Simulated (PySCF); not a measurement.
# How the method changes the constants of SbBr

State: ³Σ⁻ (triplet), unpaired electrons π ↑↑. Set-up: PySCF, scalar-relativistic core potentials, basis sets Sb def2-TZVPPD with ECP28, Br def2-TZVPPD. De refers to Sb + Br in their high-spin ground configurations, without counterpoise correction. The functionals are run spin-unrestricted. A positive dipole means Sb(−)Br(+).

| Level | Re (Å) | ωe (cm⁻¹) | De (eV) | μ (D) | CPU s a point (SCF and correlation, without the integrals) |
| --- | --- | --- | --- | --- | --- |
| UHF | 2.512 | 258 | 1.47 | -2.44 | 2 |
| UHF-MP2 | 2.484 | 262 | 2.59 | n/a | 3.5 |
| UHF-SCS-MP2 | 2.497 | 257 | 2.51 | n/a | n/a |
| LDA | 2.469 | 266 | 3.64 | -1.49 | 1.2 |
| PBE | 2.512 | 250 | 3.03 | -1.74 | 1.8 |
| PW91 | 2.511 | 250 | 3.05 | -1.75 | 1.2 |
| TPSS | 2.509 | 251 | 2.96 | -1.80 | 2.3 |
| r²SCAN | 2.494 | 258 | 2.92 | -1.79 | 2.3 |
| TPSSh | 2.500 | 256 | 2.89 | -1.85 | 3.3 |
| PBE0 | 2.489 | 261 | 2.84 | -1.88 | 4 |
| ωB97X-V | 2.478 | 268 | 2.91 | -1.99 | 8.7 |
| B2PLYP | 2.503 | 256 | 2.75 | -2.18 | 3.5 |

The bond length runs from 2.469 Å (LDA) to 2.512 Å (PBE). De spans 1.47 eV (UHF, mean field) to 3.64 eV (LDA, local density).

Correlated steps freeze 13 core orbitals. Spin–orbit coupling is left out, which matters for elements this heavy, above all for dissociation energies. B2PLYP dipoles, levels and charges come from its SCF part alone. The state is the lowest determinant that a PBE0 search found; another state may lie lower at other levels.

The whole job (state search and all levels along the bond) took about 5.1 min on 2 threads of Intel Xeon 6975P-C (shared host), peak memory 5.2 GiB.
